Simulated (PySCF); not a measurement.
## Löwdin shares of the frontier orbitals

C₅H₉NOSi.
Numbering: `[CH3:1][C@:2]1([C:3]#[N:4])[CH2:5][CH2:6][SiH2:7][O:8]1` (hydrogens: H9, H10, H11 on C1; H12, H13 on C5; H14, H15 on C6; H16, H17 on Si7)

Geometry (GFN2-xTB, Å), atoms numbered from 1 in this order:
```xyz
17
C5H9NOSi angstrom
C     -1.8981    0.4018   -0.8641
C     -0.7044   -0.1639   -0.0934
C     -1.1962   -1.0299    0.9685
N     -1.5705   -1.7076    1.8092
C      0.1738    0.9387    0.5358
C      1.5592    0.3416    0.7738
Si     1.7053   -0.8926   -0.6747
O      0.0959   -0.9308   -0.9739
H     -1.5338    1.0160   -1.6842
H     -2.4913   -0.4123   -1.2743
H     -2.5214    1.0036   -0.2066
H      0.2431    1.7558   -0.1853
H     -0.2864    1.3192    1.4496
H      2.3167    1.1200    0.8146
H      1.5809   -0.1826    1.7299
H      2.3531   -0.3524   -1.8645
H      2.1669   -2.2128   -0.2702
```

Theory: TDDFT wB97X-D/def2-SVPD, vertical, gas phase, core orbitals frozen in the response (PySCF 2.14.0, density-fitted response routines).

Kohn–Sham orbitals with the atoms that hold most of them (Löwdin shares over 4%, at most four atoms; ? is withheld):

```tsv
orbital	ε (eV)	atoms
HOMO-3	-11.68	N4 38%, C3 28%, C2 6%, C5 6%
HOMO-2	-11.13	N4 24%, C3 16%, C2 14%, O8 14%
HOMO-1	-10.84	C6 32%, Si7 22%, O8 16%, H17 10%
HOMO	-10.55	?
LUMO	?	?
LUMO+1	1.95	Si7 26%, C6 10%, C5 9%, H16 7%
LUMO+2	2.42	N4 25%, C3 18%, C1 12%, H9 6%
```

(1) Which atoms hold the HOMO, and with what shares?

(2) Which atoms hold the LUMO, and with what shares?

(3) What is the LUMO energy, and the HOMO–LUMO gap?

Answers

(1) O8 (bonded to C and Si) 42%; Si7 (bonded to C, O and 2 H) 15%; H16 (bonded to Si) 12%; C6 (bonded to C, Si and 2 H) 6%.

(2) Si7 (bonded to C, O and 2 H) 32%; O8 (bonded to C and Si) 11%; H17 (bonded to Si) 10%; H16 (bonded to Si) 10%. By element: silicon 32%, hydrogen 20% or more, oxygen 11%.

(3) ε(LUMO) = 1.69 eV; the gap is 12.24 eV (0.4499 hartree).

Task: How does S1 compare with the orbital gap of 12.24 eV?

Result: S1 is at 7.50 eV (f = 0.0027), 4.74 eV below the gap, made of HOMO→LUMO (87%). Without the coupling terms of the response equations the lowest excitation would equal the gap.

Task: Give energy, strength and leading configuration of S1, S3 and S7, and follow the Löwdin shares of the leading atoms from the occupied to the empty orbital.

Result: 
- S1 (7.50 eV, f 0.0027), HOMO→LUMO (87%): O8 42% → 11%, Si7 15% → 32%
- S3 (7.86 eV, f 0.031), HOMO-1→LUMO (87%): C6 32% → at most 10%, Si7 22% → 32%, O8 16% → 11%
- S7 (8.49 eV, f 0.023), HOMO-1→LUMO+1 (77%): C6 32% → 10%, Si7 22% → 26%

Löwdin shares depend on the basis, the more so with diffuse functions.

One conformer stands for the species.
